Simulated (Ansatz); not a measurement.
Reaction (cleavage of the B–B bond): `CB[BH][GaH2]` + `NBN` → `CBNBN` + `[BH2][GaH2]`

Gas-phase electronic energies from Ansatz, PBE0-D4/def2-TZVP geometries. CCSD(T)/CBS adds triple-zeta CCSD(T) − MP2 to the extrapolated MP2 energy (def2 sets, frozen cores). DFT in def2-TZVPP. For Ga outer-core shells are correlated without core-valence functions, which leaves a few kJ/mol of doubt a bond. Scalar relativity is left out up to krypton. Each species was taken in one conformer, which may not be the lowest.

`CB[BH][GaH2]`:

Z-matrix (Å, degrees):
```
C
B 1 1.567
H 1 1.090 2 116.0
H 1 1.097 2 109.5 3 123.2
H 1 1.097 2 108.9 3 -122.8
B 2 1.617 1 128.9 3 -3.6
H 2 1.211 1 116.6 3 -179.6
Ga 6 2.073 2 120.4 1 -87.9
H 6 1.202 2 124.5 1 94.5
H 8 1.576 6 120.6 2 92.2
H 8 1.574 6 122.5 2 -88.0
```

`NBN`:

Z-matrix (Å, degrees):
```
N
B 1 1.409
H 1 1.002 2 121.9
H 1 1.005 2 124.5 3 -180.0
N 2 1.409 1 122.9 3 180.0
H 2 1.200 1 118.5 3 -0.0
H 5 1.003 2 121.9 1 -180.0
H 5 1.005 2 124.5 1 -0.0
```

`CBNBN`:

```xyz
13

C    -0.266    1.244   -1.906
B    -0.383    0.446   -0.565
N     0.713   -0.200    0.035
B     0.760   -0.969    1.259
N    -0.367   -1.176    2.054
H    -0.943    0.823   -2.659
H     0.741    1.269   -2.332
H    -0.601    2.278   -1.764
H    -1.451    0.371   -0.012
H     1.597   -0.123   -0.449
H     1.805   -1.447    1.602
H    -1.275   -0.807    1.833
H    -0.329   -1.709    2.903
```

`[BH2][GaH2]`:

Cartesian coordinates in Å:
```
B 0.975 -0.291 0.418
Ga -0.855 0.255 -0.368
H 1.082 -1.158 1.238
H 1.996 0.240 0.086
H -1.451 -0.421 -1.661
H -1.748 1.376 0.287
```

```tsv
species	LC-ωPBE energy (Eh)
`CB[BH][GaH2]`	-2016.51545
`NBN`	-137.41959
`CBNBN`	-202.19668
`[BH2][GaH2]`	-1951.77721
```

(1) Work out ΔE.

Largest T1 diagnostic among the species: 0.014.

Results:

(1) ΔE = (-202.19668) + (-1951.77721) − (-2016.51545) − (-137.41959) = -0.03885 Eh = -102.0 kJ/mol. CCSD(T)/CBS gives -110.2 kJ/mol.

From r2SCAN to r2SCAN0 (25 % exact exchange), in def2-TZVPP and without D4, ΔE moves by −5.8 kJ/mol. In def2-TZVPP, CCSD(T) changes the Hartree–Fock value by +9.0 kJ/mol (the triples alone add +0.5 kJ/mol) and MP2 by +6.0 kJ/mol. At CCSD(T), def2-SVP lies −19.4 kJ/mol from the extrapolated value and def2-TZVPP −2.6 kJ/mol.
